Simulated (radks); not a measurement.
Problem. Calculated with a radial shooting solver on a logarithmic mesh with Libxc functionals: Dirac Kohn-Sham, LDA (Slater exchange, Perdew-Wang correlation), spin-unpolarised, spherical densities, point nucleus; open shells fill j = l - 1/2 first. Each species is in its NIST ground configuration. Rank Ni, Zn, Fe, Mn, V, Cr, Sc, Co, Cu, Ti by mean radius of the outermost orbital (bohr), largest first.

Solution. Sc 3.69, Ti 3.49, Cr 3.40, V 3.32, Mn 3.07, Fe 2.96, Cu 2.89, Co 2.87, Ni 2.78, Zn 2.63.
